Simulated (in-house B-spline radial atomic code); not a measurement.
The numbers below are computed, except where a source is named.
Ghost states of the separable form: P

P, [Ne] 3s2 3p3, non-relativistic PBE, spherical and spin-unpolarised, from a B-spline radial code for spherical atoms (atomic units; all potentials screened as in the neutral atom).

Troullier-Martins channels: 3s (ε = -0.5106, r_c = 1.796 bohr), 3p (ε = -0.2028, r_c = 2.193 bohr). In the Kleinman-Bylander form one channel serves as the local potential, and each other channel l becomes |δV u><u δV|/<u|δV|u>, with δV = V_l − V_local and u the pseudo-orbital. Its strength is E_KB = <u|δV²|u>/<u|δV|u>. By the analysis of Gonze, Stumpf and Scheffler a spurious state lies below the reference level ε if E_KB > 0 and ε is above the second level of the local potential alone, or if E_KB < 0 and ε is above its first. The table's levels are those of angular momentum l in a sphere of 9 bohr, whose wall can lift a shallow ε a little above its free-atom value.

| local | channel | <u δV u> | <u δV² u> | ε | first local level | second local level |
| --- | --- | --- | --- | --- | --- | --- |
| p | s | 0.11847 | 0.27055 | -0.5106 | -0.7715 | -0.0208 |
| s | p | -0.062051 | 0.14036 | -0.2026 | -0.1662 | 0.1066 |

Q: Apply the rule to each row.

A: Local p, channel s: E_KB = +2.28, so ε = -0.5106 is set against -0.0208: no ghost. Local s, channel p: E_KB = -2.26, so ε = -0.2026 is set against -0.1662: no ghost.

Diagonalising the separable Hamiltonian gives:

| local | channel | three lowest levels | all-electron, two lowest valence levels |
| --- | --- | --- | --- |
| p | s | -0.5106, 0.0234, 0.3102 | -0.5106, 0.0237 |
| s | p | -0.2026, 0.0940, 0.4057 | -0.2026, 0.0942 |

Q: Which choices of local channel are safe?

A: All are free of ghosts. Among the safe choices the second level, which tests transfer, is off by at most 0.2 millihartree (s local), 0.3 millihartree (p local).
